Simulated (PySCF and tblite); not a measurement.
Values are calculated unless marked as measured or tabulated.
2 diastereomers of C2H16GeSi5, numbered alike:

```
isomer                                                               SMILES  descriptors (one enantiomer)
     A   [CH3:1][Si:2]1([CH3:3])[Si@H:4]([SiH3:5])[GeH2:6][Si@H:7]1[SiH3:8]                        4S, 7S
     B  [CH3:1][Si:2]1([CH3:3])[Si@H:4]([SiH3:5])[GeH2:6][Si@@H:7]1[SiH3:8]                        4S, 7R
```

Protocol: conformer search, at most 3 conformers an isomer, GFN2-xTB geometries, energies PBE0/def2-SVP (IEF-PCM, dichloromethane) (D3(BJ) added where defined), weights at 298.15 K with GFN2-xTB thermal terms. Programs: PySCF with density fitting and tblite.

Problem. Rank the isomers by free energy at 298.15 K.

Solution. 
| isomer | ΔG (kcal/mol) | ΔE, lowest conformer | conformers | largest weight % | rms dipole (D) |
| --- | --- | --- | --- | --- | --- |
| B | 0.0 | 0.0 | 1 | 100 | 2.09 |
| A | 0.4 | 0.0 | 1 | 100 | 2.04 |

ΔG is for one enantiomer.

Problem. If they could interconvert freely, what would the mixture hold (chiral isomers as racemates)?

Solution. B 50 %, A 50 %. A racemate gains RT ln 2.

GFN2-xTB leaves a saturated small ring flat here that puckers in reality.
